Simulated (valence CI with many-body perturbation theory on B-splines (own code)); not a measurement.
E1 transitions of Tb⁵⁹⁺

Computed by relativistic CI+MBPT: four valence electrons over a frozen Dirac-Fock core [He], radial functions for each j: 11 s, 11 p, 9 d, 7 f, 5 g, 2 h, 1 i, with the one-electron correlation potential Σ1, the two-electron term Σ2, the three-electron term Σ3, Breit, model QED; selected CI, second order for the rest (own B-spline code, finite nucleus).

No measured spectrum was set against this ion. As an estimate, large intervals hold to a few tenths of a per cent, small ones and those within an open d or f shell to about a per cent. Among the levels kept, up to 270 cm⁻¹ of a level comes from second order outside the variational space, and about a tenth of that is noise between levels of different J, which matters for small intervals.

Lines 51 to 100 of 250 in falling wavelength, among levels below 675.61 Ry, chosen from the strongest by gf and those to the six lowest levels. Wavelengths and rates use the calculated energies. Electric multipoles are in the length gauge, E1 and E2 with the static RPA response of the core. Weak lines are less certain than strong ones. Lines between different terms over intervals too small for the method are left out, as are lines whose strength nearly cancels. The highest levels of a list are the least certain.

Levels are named by their leading jj configuration (3d3/2^4 stands for four electrons in 3d with j = 3/2), which in mixed levels can hold well under half, so a name can repeat and another be missing. Letters in brackets count levels of one name in rising energy.

```tsv
λ vac (Å)	Upper	Lower	A (s⁻¹)	S (a.u.)
38.10	(2s 2p1/2 2p3/2 3d3/2) J=2 [b]	(2s 2p1/2 2p3/2 3p1/2) J=3	1.37e+11	1.86e-02
38.01	(2s 2p1/2^2 3p3/2) J=2	(2s 2p1/2^2 3s) J=1	4.10e+11	5.56e-02
37.72	(2s 2p1/2 2p3/2 3p3/2) J=2 [e]	(2s 2p1/2 2p3/2 3s) J=1 [b]	2.35e+11	3.11e-02
37.66	(2s^2 2p3/2 3p3/2) J=2	(2s^2 2p3/2 3s) J=1	2.71e+11	3.57e-02
37.47	(2s 2p1/2 2p3/2 3p3/2) J=1 [c]	(2s 2p1/2 2p3/2 3s) J=0	2.39e+11	1.86e-02
37.30	(2s 2p1/2 2p3/2 3p3/2) J=2 [c]	(2s 2p1/2 2p3/2 3s) J=3	1.60e+11	2.05e-02
37.03	(2s 2p1/2 2p3/2 3p3/2) J=1 [d]	(2s 2p1/2 2p3/2 3s) J=1 [b]	2.62e+11	1.97e-02
36.96	(2s 2p1/2 2p3/2 3p3/2) J=3 [b]	(2s 2p1/2 2p3/2 3s) J=3	2.80e+11	4.87e-02
36.81	(2s^2 2p3/2 3p3/2) J=2	(2s^2 2p3/2 3s) J=2	2.63e+11	3.24e-02
12.42	(2s 2p1/2 2p3/2^2) J=2 [a]	(2s^2 2p1/2 2p3/2) J=1	8.29e+11	3.92e-03
12.13	(2s 2p1/2 2p3/2^2) J=3	(2s^2 2p1/2 2p3/2) J=2	7.92e+11	4.89e-03
11.79	(2s 2p3/2^3) J=2	(2s^2 2p3/2^2) J=2	2.83e+12	1.14e-02
11.71	(2p1/2^2 2p3/2^2) J=2	(2s 2p1/2^2 2p3/2) J=1	2.45e+12	9.71e-03
11.70	(2p1/2 2p3/2^3) J=1	(2s 2p1/2 2p3/2^2) J=1 [a]	3.54e+12	8.39e-03
11.68	(2s 2p1/2 2p3/2 3p3/2) J=2 [d]	(2s^2 2p1/2 3p3/2) J=1	2.99e+12	1.17e-02
11.65	(2s 2p1/2 2p3/2 3p3/2) J=3 [c]	(2s^2 2p1/2 3p3/2) J=2	3.18e+12	1.74e-02
11.63	(2s 2p1/2 2p3/2 3d3/2) J=2 [c]	(2s^2 2p1/2 3d3/2) J=2	2.56e+12	9.94e-03
11.61	(2p1/2 2p3/2^3) J=2	(2s 2p1/2 2p3/2^2) J=2 [b]	5.00e+12	1.93e-02
11.61	(2p3/2^4) J=0	(2s 2p3/2^3) J=1	1.13e+13	8.75e-03
11.60	(2s 2p1/2 2p3/2 3d3/2) J=2 [d]	(2s^2 2p1/2 3d3/2) J=1	2.35e+12	9.05e-03
11.60	(2s 2p1/2 2p3/2 3s) J=1 [b]	(2s^2 2p1/2 3s) J=1	3.26e+12	7.55e-03
11.59	(2s 2p1/2 2p3/2 3p1/2) J=1 [b]	(2s^2 2p1/2 3p1/2) J=1	3.83e+12	8.81e-03
11.58	(2s 2p1/2 2p3/2 3d3/2) J=3 [c]	(2s^2 2p1/2 3d3/2) J=2	2.87e+12	1.54e-02
11.56	(2s 2p1/2 2p3/2 3p1/2) J=2 [c]	(2s^2 2p1/2 3p1/2) J=1	3.30e+12	1.26e-02
11.55	(2s 2p1/2 2p3/2 3p1/2) J=1 [c]	(2s^2 2p1/2 3p1/2) J=0	3.58e+12	8.17e-03
11.51	(2s 2p1/2 2p3/2 3s) J=2 [c]	(2s^2 2p1/2 3s) J=1	3.15e+12	1.19e-02
11.51	(2s 2p1/2 2p3/2 3p3/2) J=1 [c]	(2s^2 2p1/2 3p3/2) J=1	2.35e+12	5.30e-03
11.50	(2s 2p1/2 2p3/2 3s) J=1 [c]	(2s^2 2p1/2 3s) J=0	3.22e+12	7.26e-03
11.50	(2p1/2^2 2p3/2 3p1/2) J=2	(2s 2p1/2^2 3p1/2) J=1	2.03e+12	7.60e-03
11.50	(2s 2p1/2 2p3/2 3p3/2) J=2 [e]	(2s^2 2p1/2 3p3/2) J=2	2.93e+12	1.10e-02
11.46	(2s 2p1/2 2p3/2 3d3/2) J=1 [c]	(2s^2 2p1/2 3d3/2) J=2	3.06e+12	6.82e-03
11.38	(2s 2p1/2 2p3/2^2) J=0	(2s^2 2p1/2 2p3/2) J=1	3.02e+12	2.19e-03
11.36	(2s 2p1/2 2p3/2^2) J=1 [a]	(2s^2 2p1/2 2p3/2) J=2	3.77e+11	8.19e-04
11.30	(2s 2p1/2^2 2p3/2) J=1	(2s^2 2p1/2^2) J=0	3.75e+12	8.01e-03
11.26	(2s 2p1/2 2p3/2^2) J=2 [b]	(2s^2 2p1/2 2p3/2) J=2	5.34e+12	1.88e-02
11.22	(2s 2p1/2 2p3/2^2) J=1 [b]	(2s^2 2p1/2 2p3/2) J=2	3.61e+12	7.56e-03
11.18	(2s 2p1/2 2p3/2^2) J=1 [a]	(2s^2 2p1/2 2p3/2) J=1	5.44e+12	1.13e-02
11.13	(2p1/2^2 2p3/2^2) J=0	(2s 2p1/2^2 2p3/2) J=1	6.13e+12	4.16e-03
11.08	(2s 2p1/2 2p3/2^2) J=2 [b]	(2s^2 2p1/2 2p3/2) J=1	3.79e+11	1.27e-03
11.03	(2s 2p3/2^3) J=1	(2s^2 2p3/2^2) J=2	5.49e+12	1.09e-02
10.94	(2p1/2^2 2p3/2^2) J=2	(2s 2p1/2^2 2p3/2) J=2	2.84e+12	9.18e-03
10.81	(2p1/2 2p3/2^3) J=2	(2s 2p1/2 2p3/2^2) J=3	1.56e+12	4.86e-03
1.819	(2s 2p1/2^2 3s) J=1	(2s 2p1/2^2 2p3/2) J=1	1.64e+13	1.46e-04
1.810	(2s 2p1/2^2 3s) J=0	(2s 2p1/2^2 2p3/2) J=1	1.10e+14	3.23e-04
1.802	(2s 2p1/2 2p3/2 3s) J=3	(2s 2p1/2 2p3/2^2) J=3	5.35e+13	1.08e-03
1.799	(2s 2p1/2^2 3s) J=1	(2s 2p1/2^2 2p3/2) J=2	1.01e+14	8.67e-04
1.796	(2s^2 2p1/2 3s) J=1	(2s^2 2p1/2 2p3/2) J=2	9.86e+13	8.46e-04
1.796	(2s 2p1/2 2p3/2 3s) J=2 [b]	(2s 2p1/2 2p3/2^2) J=3	8.51e+13	1.22e-03
1.793	(2s^2 2p3/2 3s) J=2	(2s^2 2p3/2^2) J=2	6.25e+13	8.88e-04
1.793	(2s^2 2p1/2 3s) J=0	(2s^2 2p1/2 2p3/2) J=1	1.21e+14	3.43e-04
```
